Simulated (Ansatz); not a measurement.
Two members of one family (Series BH2X), computed with Ansatz in the gas phase. The two geometries come from different levels. Binding counts from free atoms in the multiplicity of their measured ground term, without zero-point energy. A dash marks a value that wasn't run or was left out as unsound. The structures are stationary points that may keep the symmetry of their start.

First: BH2(CF3) (singlet, charge 0, PBE-D4/def2-SVP geometry).

```xyz
7

B     0.089   -0.250   -0.921
H     1.004   -0.978   -1.230
H    -0.800    0.044   -1.686
C    -0.016    0.236    0.595
F     1.156    0.345    1.261
F    -0.735   -0.785    1.181
F    -0.698    1.386    0.800
```

```json
{"level": "PBE-D4/def2-TZVP", "HOMO (eV)": "-8.48", "LUMO (eV)": "-3.75", "gap (eV)": "4.73", "vertical IE (eV)": "12.18", "binding per atom (eV)": "4.02"}
{"level": "r2SCAN-D4/def2-TZVP", "HOMO (eV)": "-8.85", "LUMO (eV)": "-3.37", "gap (eV)": "5.49", "vertical IE (eV)": "12.40", "binding per atom (eV)": "3.90"}
{"level": "PBE0-D4/def2-SVP", "HOMO (eV)": "-10.04", "LUMO (eV)": "-2.62", "gap (eV)": "7.42", "vertical IE (eV)": "–", "binding per atom (eV)": "3.95"}
{"level": "CAM-B3LYP-D4/def2-TZVP", "HOMO (eV)": "-11.73", "LUMO (eV)": "-1.62", "gap (eV)": "10.11", "vertical IE (eV)": "–", "binding per atom (eV)": "3.90"}
{"level": "LC-ωPBE/def2-TZVP", "HOMO (eV)": "-13.01", "LUMO (eV)": "-0.30", "gap (eV)": "12.71", "vertical IE (eV)": "–", "binding per atom (eV)": "3.90"}
```

Second: BH2(SiH3) (singlet, charge 0, B3LYP-D4/def2-TZVP geometry).

```xyz
7

B    -0.031   -1.159   -0.308
H     0.792   -1.925    0.083
H    -0.934   -1.604   -0.944
Si    0.050    0.794    0.164
H    -0.611    1.672   -0.834
H     1.429    1.292    0.390
H    -0.696    0.928    1.448
```

What does the change do? Estimate second minus first.


| level | Δ HOMO (eV) | Δ LUMO (eV) | Δ gap (eV) | Δ vertical IE (eV) | Δ binding per atom (eV) |
| --- | --- | --- | --- | --- | --- |
| PBE-D4/def2-TZVP | 1.24 | 0.27 | -0.97 | -1.53 | -1.03 |
| r2SCAN-D4/def2-TZVP | 1.35 | 0.25 | -1.10 | -1.69 | -0.87 |
| PBE0-D4/def2-SVP | 1.56 | 0.20 | -1.36 | – | -0.96 |
| CAM-B3LYP-D4/def2-TZVP | 1.89 | 0.30 | -1.60 | – | -0.85 |
| LC-ωPBE/def2-TZVP | 1.79 | 0.18 | -1.61 | – | -0.90 |
